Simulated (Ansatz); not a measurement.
`C[Si](C)(Cl)CCCCCCCCCCCOc1ccccc1`. Total charge 0; singlet. Geometry PBE-D4/def2-SVP.

Cartesian coordinates in Å:
```
C -0.977 -7.663 0.750
Si -1.411 -5.835 0.857
C -2.922 -5.546 1.943
Cl 0.216 -4.848 1.774
C -1.614 -5.074 -0.860
C -1.849 -3.557 -0.878
C -1.932 -2.966 -2.290
C -2.213 -1.456 -2.333
C -1.194 -0.565 -1.606
C 0.242 -0.683 -2.131
C 1.260 0.213 -1.412
C 1.042 1.719 -1.608
C 2.144 2.605 -1.016
C 2.260 2.538 0.511
C 3.285 3.519 1.081
O 3.006 4.878 0.746
C 2.036 5.558 1.423
C 1.753 6.855 0.942
C 0.791 7.648 1.576
C 0.094 7.166 2.698
C 0.375 5.878 3.173
C 1.337 5.068 2.546
H -0.057 -7.817 0.151
H -1.802 -8.230 0.270
H -0.806 -8.090 1.759
H -3.815 -6.038 1.503
H -2.764 -5.962 2.958
H -3.138 -4.464 2.047
H -2.452 -5.607 -1.368
H -0.701 -5.326 -1.446
H -1.031 -3.064 -0.310
H -2.786 -3.312 -0.326
H -0.986 -3.193 -2.831
H -2.728 -3.495 -2.859
H -3.222 -1.267 -1.902
H -2.277 -1.136 -3.397
H -1.200 -0.793 -0.516
H -1.535 0.489 -1.688
H 0.580 -1.739 -2.043
H 0.254 -0.454 -3.221
H 2.283 -0.046 -1.768
H 1.249 -0.035 -0.326
H 0.961 1.927 -2.698
H 0.064 2.022 -1.171
H 1.963 3.662 -1.306
H 3.125 2.331 -1.468
H 1.264 2.730 0.967
H 2.557 1.519 0.841
H 4.282 3.324 0.636
H 3.388 3.401 2.183
H 2.311 7.216 0.065
H 0.585 8.658 1.190
H -0.664 7.790 3.194
H -0.163 5.484 4.050
H 1.533 4.062 2.942
```

B3LYP takes the VWN-RPA correlation. Single mean-field runs in def2-SVP, def2-TZVP are fitted with def2-universal-jkfit. The restricted singlet is unstable towards broken spin symmetry in Hartree–Fock (as tested in another run); at HF/6-31G this wasn't settled.

Q: Estimate the orbital energies around the gap (eV) in Ansatz with HF/6-31G, r2SCAN-D4/def2-TZVP, B3LYP-D4/6-31G, PBE0-D4/def2-SVP, ωB97M-V/def2-TZVP.

A: 
| orbital | HF/6-31G | r2SCAN-D4/def2-TZVP | B3LYP-D4/6-31G | PBE0-D4/def2-SVP | ωB97M-V/def2-TZVP |
| --- | --- | --- | --- | --- | --- |
| HOMO−5 | -11.80 | -7.53 | -8.22 | -8.60 | -10.93 |
| HOMO−4 | -11.65 | -7.42 | -8.12 | -8.45 | -10.77 |
| HOMO−3 | -11.47 | -7.32 | -7.97 | -8.22 | -10.59 |
| HOMO−2 | -11.04 | -6.97 | -7.71 | -7.93 | -10.19 |
| HOMO−1 | -9.12 | -6.34 | -6.71 | -7.16 | -9.30 |
| HOMO | -8.28 | -5.42 | -5.79 | -6.25 | -8.35 |
| LUMO | 3.83 | -0.92 | 0.11 | -0.09 | 1.77 |
| LUMO+1 | 4.28 | -0.52 | 0.46 | 0.31 | 2.13 |
| LUMO+2 | 4.81 | 0.59 | 1.03 | 1.37 | 2.16 |
| LUMO+3 | 5.15 | 0.73 | 1.65 | 1.52 | 2.58 |
| LUMO+4 | 5.73 | 1.05 | 2.10 | 1.81 | 2.72 |
| LUMO+5 | 5.92 | 1.14 | 2.37 | 1.87 | 2.73 |
